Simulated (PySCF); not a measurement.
**Checking a proposed structure**

A compound C8H14OSi gives the data below (simulated from a calculation) and was assigned the structure `C=C(C)[C@@H]1C[SiH2][C@@H]1C(C)=O`.

¹³C{¹H} NMR (computed): δ 189.7 (C), 72.9 (CH), 64.9 (CH2), 42.5 (CH), 35.7 (CH2, 2C), 17.2 (CH), 17.1 (CH3).

¹H NMR (400 MHz, computed): δ 4.59 (m, 2H), 3.78 (q, 2H), 3.77 (t, 1H), 2.64 (m, 2H), 2.49 (m, 1H), 1.80 (m, 1H), 1.78 (m, 2H), 1.39 (t, 3H).

PySCF 2.14.0 with density-fitted response routines calculation with GFN2-xTB geometry and PBE0/pcSseg-1 with gauge-including orbitals; isolated molecule, no relativistic terms, one averaged value for each set of equivalent atoms, single conformer.

Referencing at the same level of theory: TMS for ¹H and ¹³C.

(1) Compare with the shifts computed for the proposed structure, pairing carbons in order of shift.

(2) Which isomer fits?

Answers

(1) Mapped SMILES: `[CH2:1]=[C:2]([CH3:3])[C@@H:4]1[CH2:5][SiH2:6][C@@H:7]1[C:8]([CH3:9])=[O:10]`; H(Xn) means a hydrogen on atom n.

```tsv
atom	computed for proposal	given list	difference
C8	219.5	189.7	+29.8
C2	161.4	72.9	+88.5
C1	115.5	64.9	+50.6
C7	50.3	42.5	+7.8
C4	41.9	35.7	+6.2
C9	37.6	35.7	+1.9
C3	27.1	17.2	+9.9
C5	13.4	17.1	-3.7
```

The rms difference is 37.9 ppm and the largest +88.5 ppm at C2 (fully substituted alkene carbon). The proposal also would give 8 carbon signals, not 7. The carbon types in order of shift don't match either: C, C, CH2, CH, CH, CH3, CH3, CH2 for the proposal against C, CH, CH2, CH, CH2, CH2, CH, CH3 in the data. The proposal doesn't fit.

(2) SMILES CCOC1=C[SiH2][C@H]2C[C@@H]1C2.

1. Carbon types of the structure: 1 × C, 3 × CH, 3 × CH2, 1 × CH3, leaving 2 H on heteroatoms.
2. δC 189.7: alkene carbon bearing oxygen; an sp2 carbon further deshielded by the attached heteroatom.
3. δC 72.9: β carbon of an enol-ether or enamine type C=C; the O or N lone pair pushes π density onto this β carbon and shields it.
4. δC 64.9: sp3 CH2 bonded to O; pulled downfield by the heteroatom.
5. δH 3.77: hydrogen on a β carbon of an enol-ether or enamine type C=C; lone-pair donation from O or N shields it, upfield of ordinary alkene protons.

Other isomers checked: CC#C[SiH2]OC/C=C/CC (rms 38.3 ppm).

The data come from this structure; uniqueness wasn't tested.

Shifts are as computed. Against solution values, carbons near 30 ppm lie about +3 ppm off and those near 130 ppm about +5 ppm. Of 1309 compounds with measured shifts, 239 miss one by over three times the rms of a fit or turn the order of signals round; such compounds aren't used in these exercises. No couplings were computed; multiplicities are counted from neighbouring protons, with m where these are inequivalent, close in shift, in a saturated or five-membered ring or joined by F or P, and br s for small geminal =CH2 splittings.
